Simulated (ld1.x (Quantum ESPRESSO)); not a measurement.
# What one change does to a pseudopotential (Ge (Z = 32), TM semilocal)

Ge (Z = 32), norm-conserving Troullier–Martins (semilocal form), made with ld1.x (Quantum ESPRESSO) 7.5 (revPBE, scalar-relativistic). Core [Ar], reference 3d10 4s2 4p2. Waves: 4s (bound): rc 1.30 bohr; 3d (bound): rc 1.10 bohr; 4p (bound): rc 1.50 bohr. Local part: the p channel. Core correction: none.

Change: functional LDA (PZ).

Cutoffs: the cutoffs (Ry, on a coarse ladder) from which the occupation-weighted sum of valence levels, in a spherical-Bessel basis at the reference potential, stays within 10 and 1 mRy of its value at 400 Ry; they do not see the model core or the augmentation charge, which bear on the density cutoff. Errors are all-electron minus pseudo energies relative to the spin-unpolarised reference configuration.

What does the change do?

The number of tests with a reliable result goes from 7 to 9; of the 7 tests that both files solve, the error grows in 2 and shrinks in 3 by more than 15 % and 0.3 meV (median size 3.0 → 2.9 meV); neither file shows a bound ghost. A semilocal file is local in each channel, so a ghost entry of none says nothing of the separable form that plane-wave codes build from it.

| quantity | base | changed |
| --- | --- | --- |
| cutoff, loose | 230 Ry | 230 Ry |
| cutoff, tight | over 300 Ry | over 300 Ry |
| bound ghosts | none | none |
| error for 3d10 4s2 4p1, meV [ΔE 7.39 → 7.64 eV] | 0.0 | +0.5 |
| error for 3d10 4s2 4p0, meV [ΔE 22.74 → 23.35 eV] | +1.0 | +2.9 |
| error for 3d10 4s1 4p0, meV [ΔE 57.36 → 58.57 eV] | +36 | +27 |
| error for 3d10 4s1 4p3, meV [ΔE 7.95 → 8.04 eV] | +3.0 | +1.8 |
| error for 3d10 4s0 4p4, meV [ΔE 16.13 → 16.36 eV] | +14 | +9.2 |
| error for 3d10 4s1 4p2, meV [ΔE 16.09 → 16.41 eV] | +6.8 | +7.1 |
| error for 3d10 4s2 4p2.3, meV [ΔE -0.87 → -0.93 eV] | +0.1 | +0.2 |
| s: phases at 1.65 bohr within 0.05 rad from the reference energy up to (Ry; the scan ends near 5) | 1.9 | 1.8 |
| p: phases at 1.65 bohr within 0.05 rad from the reference energy up to (Ry; the scan ends near 5) | 1.1 | 1.1 |
| d: phases at 1.65 bohr within 0.05 rad from the reference energy up to (Ry; the scan ends near 5) | 2.0 | 1.9 |
